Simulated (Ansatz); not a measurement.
Reaction (formal exchange of groups at the Se–Ge bond): `[OH][GeH2][SeH]` + `[CH3][GeH2][Cl]` → `[CH3][GeH]([Cl])[SeH]` + `[OH][GeH3]`

Program: Ansatz. Geometries: PBE0-D4/def2-TZVP. ΔE: electronic, gas phase. CCSD(T)/CBS adds triple-zeta CCSD(T) − MP2 to the extrapolated MP2 energy (def2 sets, frozen cores). Functionals use def2-TZVPP. For Ge, Se outer-core shells are correlated without core-valence functions, which leaves a few kJ/mol of doubt a bond. Scalar relativity is left out up to krypton. One conformer a species, not always the lowest.

```tsv
level	ΔE (kJ/mol)
PBE-D4	4.3
B97M-V	4.6
BHLYP-D4	3.2
B2PLYP	5.0
PBE	6.4
r2SCAN	5.8
CCSD(T)/def2-SVP	4.3
MP2/def2-TZVPP	1.9
```

(1) What does CCSD(T)/CBS give? (Best estimate.)

Largest T1 diagnostic among the species: 0.011.

Results:

(1) Computed: +3.6 kJ/mol. The listed levels differ from it by 0.7, 1.0, -0.4, 1.4, 2.8, 2.2, 0.7, -1.7 kJ/mol.

The D4 term adds −3.5 kJ/mol with B3LYP and −2.1 kJ/mol with PBE0; it sums over pairs of atoms, weighted by their polarisabilities, and B3LYP, whose exchange is more repulsive, gets the larger term. In def2-TZVPP, CCSD(T) changes the Hartree–Fock value by −3.9 kJ/mol (the triples alone add −0.7 kJ/mol) and MP2 by −5.6 kJ/mol. Leaving LDA and LC-ωPBE aside and taking each functional with its dispersion term where it has one, the values, not all of them listed here, spread over 2.6 kJ/mol, from BLYP-D4 to r2SCAN-D4.

B3LYP here is the variant with VWN-RPA as its local correlation; programs differ in this.
